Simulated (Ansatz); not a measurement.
Computed with Ansatz on PBE0-D4/def2-TZVP structures; ΔE is electronic, products minus reactants. CCSD(T)/CBS is the MP2 limit (def2-TZVPP, def2-QZVPP) plus CCSD(T) − MP2 in def2-TZVPP, frozen cores. DFT in def2-TZVPP. HSE06 is defined as in plane-wave codes. For Ge, Se outer-core shells are correlated without core-valence functions, which leaves a few kJ/mol of doubt a bond. Scalar relativity is left out up to krypton. One conformer a species, not always the lowest.

`[Cl][GeH]([Cl])[SeH]` + H₂Se → `[SeH][SeH]` + `[Cl][GeH2][Cl]`  (ligand exchange at the Se–Ge bond)

```csv
level,ΔE (kJ/mol),difference from CCSD(T)/CBS
PBE-D4,55.9,-6.1
BLYP-D4,54.0,-8.0
PBE0-D4,58.4,-3.6
r2SCANh-D4,60.7,-1.3
HSE06-D4,58.3,-3.7
BHLYP-D4,58.8,-3.2
ωB97M-V,58.6,-3.4
BLYP,47.3,-14.7
r2SCAN,59.3,-2.7
PBE0,55.1,-6.9
BHLYP,53.2,-8.8
LC-ωPBE,57.0,-5.0
HF/def2-SVP,57.7,-4.3
HF/def2-TZVPP,52.9,-9.1
CCSD/def2-TZVPP,62.6,0.6
HF/CBS(def2),50.3,-11.7
CCSD(T)/CBS,62.0,0
```

Task: What do rigid-rotor, harmonic-oscillator terms from PBE0-D4/def2-TZVP frequencies (298.15 K, 1 bar) make of the CCSD(T)/CBS value? (Best estimate.)

Result: Ansatz gave: ΔZPE = +5.1 kJ/mol, ΔH = +63.3 kJ/mol, ΔS = -7 J/(mol·K), ΔG = +65.5 kJ/mol.

Largest T1 diagnostic among the species: 0.009.

From BLYP to BHLYP (50 % exact exchange), in def2-TZVPP and without D4, ΔE moves by +5.8 kJ/mol. At CCSD(T), def2-SVP lies +5.0 kJ/mol from the extrapolated value and def2-TZVPP +1.9 kJ/mol.
